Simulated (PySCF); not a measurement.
Frontier orbitals and the lowest excitations

Compound: C3H6BF2N.
Z-matrix (Å and degrees, PBE0-D3(BJ)/def2-SVP geometry), rows numbered from 1:
```
N 
C   1  1.2660
C   2  1.5011  1  128.29
C   3  1.5267  2  112.69  1   126.77
B   4  1.5600  3  115.27  2   178.07
F   5  1.3211  4  122.22  3    -3.60
F   5  1.3196  4  121.29  3   176.40
H   1  1.0281  2  109.94  3    -0.09
H   2  1.1069  1  116.95  3   179.74
H   3  1.1030  2  109.42  1     3.10
H   3  1.1049  2  108.31  1  -112.25
H   4  1.1052  3  111.06  2   -59.13
H   4  1.1061  3  110.95  2    56.19
```

Method used: TDDFT wB97X-D/def2-SVPD, vertical, gas phase, core orbitals frozen in the response in PySCF.

Frontier orbitals with the atoms that hold most of them (Löwdin shares over 4%, at most four atoms; ? is withheld):

```
orbital  ε (eV)                            atoms
 HOMO-3  -12.45   C4 24%, C3 19%, H12 9%, H10 9%
 HOMO-2  -12.32  C4 28%, C3 14%, B5 11%, H13 10%
 HOMO-1  -11.03     N1 45%, C2 28%, C3 9%, C4 5%
   HOMO   -9.65                                ?
   LUMO    1.44                                ?
 LUMO+1    1.74      B5 48%, C4 8%, C2 7%, F7 6%
 LUMO+2    2.02   B5 34%, C4 13%, F6 13%, F7 12%
```

(1) Give the leading atoms of the LUMO.

(2) Which atoms hold the HOMO, and with what shares?

(3) The HOMO–LUMO gap is 11.09 eV. Where does the response calculation put the lowest singlet, and from which orbitals?

## Answers

(1) N1 (bonded to C and H) 27%; C2 (bonded to C, N and H) 26%; B5 (bonded to C and 2 F) 16%; C3 (bonded to 2 C and 2 H) 7%. By element: carbon 33% or more, nitrogen 27%, boron 16%.

(2) N1 (bonded to C and H) 58%; C2 (bonded to C, N and H) 15%; C3 (bonded to 2 C and 2 H) 9%; H8 (bonded to N) 8%. By element: nitrogen 58%, carbon 24% or more, hydrogen 8% or more.

(3) S1 is at 5.40 eV (f = 0.0025), 5.69 eV below the gap, made of HOMO→LUMO (75%), HOMO→LUMO+1 (12%), HOMO→LUMO+2 (11%). Without the coupling terms of the response equations the lowest excitation would equal the gap.

Next come S2 at 7.67 eV (f 0.021), HOMO→LUMO+3 (38%), HOMO→LUMO+1 (18%), HOMO→LUMO+2 (12%); S3 at 8.04 eV (f 0.014), HOMO→LUMO+2 (46%), HOMO→LUMO+1 (32%); S4 at 8.20 eV (f 0.038), HOMO→LUMO+3 (27%), HOMO→LUMO+4 (21%), HOMO→LUMO+5 (12%); S5 at 8.38 eV (f 0.337), HOMO-1→LUMO (61%), HOMO→LUMO+4 (9%), HOMO-1→LUMO+1 (9%).

Löwdin shares depend on the basis, the more so with diffuse functions.

One conformer stands for the species.
